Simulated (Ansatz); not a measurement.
Cost and result for the atomization energy of C2H7GeNSi (`N=C=C[SiH2][GeH3]`) (12 atoms, 11 bonds).

```xyz
12

N    -1.454    2.130    2.064
C    -0.555    1.549    1.491
C     0.426    0.847    0.986
Si    0.159   -0.900    0.436
Ge    0.504   -1.105   -1.912
H    -2.098    2.681    1.504
H     1.391    1.332    0.876
H    -1.236   -1.287    0.775
H     1.099   -1.817    1.137
H     0.375   -2.566   -2.378
H     1.911   -0.606   -2.293
H    -0.522   -0.258   -2.686
```

Total charge 0; spin multiplicity 1. Correlated methods include outer-core shells of Ge, which these sets cover unevenly. Scalar relativity is left out up to krypton. All single points use the PBE0-D4/def2-TZVP geometry. It is one conformer, not always the lowest. Program: Ansatz. All runs use 4 threads of an Arm Neoverse V2 on a shared host. Times are those of one run each, without the atoms' runs, and a repeat can differ threefold. Electronic energies, without spin–orbit coupling; frozen cores. CCSD(T)/CBS adds CCSD(T) − MP2 in def2-TZVPP to the MP2 limit, and its time is that of the two runs behind it. T1 = 0.014. With those shells the extrapolation isn't a true limit. B3LYP takes the VWN-RPA correlation (the form of Gaussian; ORCA's B3LYP/G).

CCSD(T)/CBS is a level of theory with its own doubt, some kJ/mol a heavy atom from the limit and from the frozen cores, so smaller differences don't rank the functionals.

| level | functions | wall time |
| --- | --- | --- |
| PBE-D4/def2-TZVPP (with forces) | 281 | 3.2 s |
| PBE0-D4/def2-TZVPP | 281 | 4.2 s |
| r2SCAN-D4/def2-TZVPP (with forces) | 281 | 6.5 s |
| B3LYP-D4/def2-TZVPP (with forces) | 281 | 7 s |
| B2PLYP/def2-TZVPP | 281 | 8.5 s |
| ωB97X-V/def2-TZVPP | 281 | 11 s |
| ωB97M-V/def2-TZVPP (with forces) | 281 | 16 s |
| MP2/def2-QZVPP | 540 | 35 s |
| CCSD(T)/def2-TZVPP | 281 | 6.1 min |
| CCSD(T)/CBS(def2) | – | 6.6 min |

What atomization energy does each give, and how far from CCSD(T)/CBS? (Estimate.)

Ansatz gave: 
```json
{"level": "PBE-D4/def2-TZVPP (with forces)", "atomization (kJ/mol)": "4239.5", "difference from CCSD(T)/CBS": "93.3", "per bond": "8.5"}
{"level": "PBE0-D4/def2-TZVPP", "atomization (kJ/mol)": "4159.7", "difference from CCSD(T)/CBS": "13.5", "per bond": "1.2"}
{"level": "r2SCAN-D4/def2-TZVPP (with forces)", "atomization (kJ/mol)": "4171.2", "difference from CCSD(T)/CBS": "25.0", "per bond": "2.3"}
{"level": "B3LYP-D4/def2-TZVPP (with forces)", "atomization (kJ/mol)": "4164.7", "difference from CCSD(T)/CBS": "18.5", "per bond": "1.7"}
{"level": "B2PLYP/def2-TZVPP", "atomization (kJ/mol)": "4109.3", "difference from CCSD(T)/CBS": "-36.9", "per bond": "-3.4"}
{"level": "ωB97X-V/def2-TZVPP", "atomization (kJ/mol)": "4176.2", "difference from CCSD(T)/CBS": "30.0", "per bond": "2.7"}
{"level": "ωB97M-V/def2-TZVPP (with forces)", "atomization (kJ/mol)": "4153.4", "difference from CCSD(T)/CBS": "7.2", "per bond": "0.7"}
{"level": "MP2/def2-QZVPP", "atomization (kJ/mol)": "4136.7", "difference from CCSD(T)/CBS": "-9.5", "per bond": "-0.9"}
{"level": "CCSD(T)/def2-TZVPP", "atomization (kJ/mol)": "4041.1", "difference from CCSD(T)/CBS": "-105.1", "per bond": "-9.6"}
{"level": "CCSD(T)/CBS(def2)", "atomization (kJ/mol)": "4146.2", "difference from CCSD(T)/CBS": "0.0", "per bond": "0.0"}
```

From PBE to PBE0 (25 % exact exchange), in def2-TZVPP and without D4, the atomization energy moves by −76.1 kJ/mol: exact exchange takes away binding that semilocal exchange gives to molecules. The D4 term adds +41.8 kJ/mol with B3LYP and +22.2 kJ/mol with PBE0; it sums over pairs of atoms, weighted by their polarisabilities, and B3LYP, whose exchange is more repulsive, gets the larger term. In def2-TZVPP, CCSD(T) changes the Hartree–Fock value by +1095.4 kJ/mol (the triples alone add +70.7 kJ/mol) and MP2 by +1129.1 kJ/mol; breaking electron pairs costs correlation energy, which Hartree–Fock lacks.
